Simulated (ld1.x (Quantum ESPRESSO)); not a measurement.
**Bi (Z = 83), TM: configuration errors across variants**

ld1.x (Quantum ESPRESSO) 7.5 input, shortened:

```
&input
   title='Bi', zed=83., rel=1, dft='BLYP', iswitch=3,
   config='[Xe] 4f14 5d10 5f-2 6s2 6p2'
 /
 &inputp
   pseudotype=2, tm=.true., lloc=2,
   nlcc=.true.
 /
4
6S  1  0   2.00   0.00  1.70  1.70  0.0
6P  2  1   2.00   0.00  1.70  1.70  0.0
5F  4  3  -2.00   0.45  1.50  1.50  0.0
5D  3  2  10.00   0.00  1.10  1.10  0.0
 &test
   configts(1)='5d10 6s2 6p2'
 /
```

All-electron excitation energies from the reference (eV): (1) 5d10 6s2 6p3 -7.822; (2) 5d10 6s2 6p1 15.223; (3) 5d10 6s2 6p0 38.640; (4) 5d10 6s1 6p4 2.287; (5) 5d10 6s2 6p2.5 -4.776; (6) 5d10 6s0 6p5 12.765; (7) 5d10 6s2 6p3.3 -8.881.

Tests that are not counted but printed errors over 1 eV. “wave 6s (bound): rc 1.70 bohr becomes 6s (bound): rc 1.14 bohr”: 5d10 6s2 6p0 (solver errors, printed error -22.6 eV); 5d10 6s2 6p1 (solver errors, printed error -21.6 eV); 1 more.

A true bound ghost makes a file unfit for plane-wave use even where its test errors are small: the radial tests pick states by their node count and pass the ghost by. Where a test does run into it, the solver fails or the error is huge.

Errors AE − PS in meV (a dash: test not solved or not reliable):

| change | (1) | (2) | (3) | (4) | (5) | (6) | (7) | bound ghosts |
| --- | --- | --- | --- | --- | --- | --- | --- | --- |
| base | -14 | -17 | -22 | -6.4 | -2.1 | -31 | -26 | s, p |
| wave 6s (bound): rc 1.70 bohr becomes 6s (bound): rc 1.14 bohr | -13 | – | – | – | -1.8 | -289 | -24 | s, p |
| wave 6s (bound): rc 1.70 bohr becomes 6s (bound): rc 1.32 bohr | -15 | -18 | -28 | -21 | -2.1 | -129 | -26 | s, p |
| wave 6s (bound): rc 1.70 bohr becomes 6s (bound): rc 1.50 bohr | -15 | -17 | -25 | -0.8 | -2.1 | -27 | -26 | s, p |
| wave 6s (bound): rc 1.70 bohr becomes 6s (bound): rc 1.68 bohr | -14 | -17 | -22 | -6.4 | -2.1 | -31 | -26 | s, p |
| wave 6s (bound): rc 1.70 bohr becomes 6s (bound): rc 1.88 bohr | -14 | -17 | -22 | -8.1 | -2.1 | -33 | -26 | s, p |
| wave 6s (bound): rc 1.70 bohr becomes 6s (bound): rc 2.18 bohr | -14 | -17 | -21 | -8.0 | -2.1 | -37 | -26 | s, p |
| wave 6s (bound): rc 1.70 bohr becomes 6s (bound): rc 2.54 bohr | -14 | -16 | -17 | -12 | -1.9 | -71 | -25 | s, p |

Give the same row for: wave 6s (bound): rc 1.70 bohr becomes 6s (bound): rc 2.28 bohr.

-14, -17, -21, -8.5, -2.0, -43, -25; bound ghosts: s, p.
